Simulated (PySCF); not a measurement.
**Substituent effects on chemical shifts**

Parent skeleton `[CH3:1][C:2]1=[C:3]([F:4])[SiH2:5][SiH2:6]1`; one hydrogen on atom 6 is replaced by X. Hydrogens on one atom are averaged.

PySCF calculation with geometry from GFN2-xTB and shielding tensors at PBE0/pcSseg-1 (GIAO); non-relativistic, averaged over atoms made equivalent by symmetry, fast rotation or ring inversion, no solvent model, a single conformation.

Referencing at the same level of theory: ¹³C and ²⁹Si and ¹H against TMS; ¹⁹F vs CFCl3.

Parent (X = H): C1 17.5, C2 149.6, C3 176.1, F4 -53.1, Si5 -60.2, Si6 -83.1, H(C1) 2.08, H(Si5) 4.78, H(Si6) 4.27 ppm. Effects are Δδ = δ(X) − δ(H), positive for deshielding.

Q: Give Δδ (ppm) for X = OCOCH3, N=CH2, NHCH3, OH, SH, CHF2, SCH3, OCHO, CN.

A: 
| X | SMILES | C1 | C2 | C3 | F4 | Si5 | Si6 | H(C1) | H(Si5) | H(Si6) |
| --- | --- | --- | --- | --- | --- | --- | --- | --- | --- | --- |
| OCOCH3 | CC(=O)O[Si@H]1[SiH2]C(F)=C1C | -1.7 | +7.6 | +7.7 | -6.5 | +8.9 | +60.5 | +0.01 | +0.01 | +1.27 |
| N=CH2 | C=N[Si@H]1[SiH2]C(F)=C1C | -1.7 | +5.7 | +2.7 | -9.2 | -0.2 | +36.5 | -0.02 | -0.06 | +1.40 |
| NHCH3 | CN[Si@@H]1[SiH2]C(F)=C1C | -2.1 | +4.1 | +7.2 | -6.8 | -1.6 | +47.5 | -0.06 | -0.21 | +1.06 |
| OH | CC1=C(F)[SiH2][Si@H]1O | -1.9 | +11.5 | +9.9 | -9.0 | +4.1 | +60.8 | -0.06 | -0.07 | +1.25 |
| SH | CC1=C(F)[SiH2][Si@H]1S | -2.3 | +8.6 | +3.3 | -6.6 | +10.5 | +52.6 | -0.04 | +0.03 | +1.03 |
| CHF2 | CC1=C(F)[SiH2][Si@@H]1C(F)F | -1.9 | +1.0 | +5.9 | +12.2 | +3.5 | +37.4 | +0.03 | +0.12 | +0.47 |
| SCH3 | CS[Si@@H]1[SiH2]C(F)=C1C | -2.2 | +5.0 | +3.7 | -4.2 | +1.2 | +60.5 | -0.08 | +0.10 | +1.10 |
| OCHO | CC1=C(F)[SiH2][Si@H]1OC=O | -2.1 | +4.8 | +11.8 | +0.1 | +17.4 | +60.7 | -0.07 | +0.40 | +1.18 |
| CN | CC1=C(F)[SiH2][Si@H]1C#N | -0.8 | +3.7 | +3.3 | +4.4 | +9.1 | +2.2 | +0.09 | +0.19 | +0.54 |

Q: Which position responds most, and to which substituents?

A: Si6: from +2.2 ppm with CN to +60.8 ppm with OH.

Unscaled 19F shifts against computed CFCl3 carry errors that often reach 10 to 50 ppm.
